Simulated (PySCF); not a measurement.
Vertical excitations of a molecule C4H2BrCl from TDA-M06-2X/def2-SVPD (PySCF), as energy in eV (oscillator strength): 4.85 (0.000), 5.31 (0.000), 5.55 (0.335), 6.13 (0.001), 6.15 (0.034), 6.37 (0.029), 6.43 (0.000), 6.61 (0.002), 6.72 (0.000), 6.93 (0.026). Lowest triplet (TDA): 3.44 eV. Geometry: ωB97X-D3(BJ)/def2-SVP. The values are those of a single conformer.

Problem. Pick the molecule that these values belong to.
A) C#C/C(Br)=C\Cl
B) C#C/C=C(/Cl)Br
C) C#C/C(Cl)=C\Br

Solution. A, C#C/C(Br)=C\Cl
